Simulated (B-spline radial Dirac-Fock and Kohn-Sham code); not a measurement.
## Relative intensities of the L1 lines, Eu to Hf

Level of theory: independent-particle rates on relativistic LDA orbitals of the hole state (multipoles up to L = 3, Coulomb Auger matrix elements, transition energies from Dirac-Fock); a radial finite-basis atomic code. Each entry is the share of the radiative L1 rate in per cent; values in brackets are the Scofield rates tabulated in xraylib.

```
 Z  element          Lβ4          Lβ3          Lγ2          Lγ3  radiative width (eV)
63       Eu  31.0 (31.2)  44.9 (45.0)  7.32 (7.33)  11.0 (11.0)                 0.370
64       Gd  31.1 (31.2)  44.5 (44.6)  7.40 (7.41)  11.0 (11.0)                 0.401
65       Tb  31.4 (31.5)  44.4 (44.4)  7.44 (7.46)  11.0 (11.0)                 0.431
66       Dy  31.5 (31.6)  44.1 (44.1)  7.50 (7.52)  10.9 (10.9)                 0.465
67       Ho  31.7 (31.8)  43.8 (43.8)  7.55 (7.58)  10.9 (10.9)                 0.500
68       Er  31.9 (32.0)  43.5 (43.5)  7.61 (7.63)  10.9 (10.9)                 0.538
69       Tm  32.0 (32.1)  43.1 (43.1)  7.67 (7.70)  10.8 (10.8)                 0.577
70       Yb  32.2 (32.3)  42.8 (42.8)  7.73 (7.75)  10.8 (10.8)                 0.619
71       Lu  32.3 (32.4)  42.4 (42.4)  7.79 (7.82)  10.7 (10.8)                 0.664
72       Hf  32.4 (32.5)  41.9 (41.9)  7.86 (7.90)  10.7 (10.7)                 0.712
```

Values without a named source are computed, but for edge energies of neutral atoms, which are taken from tables.
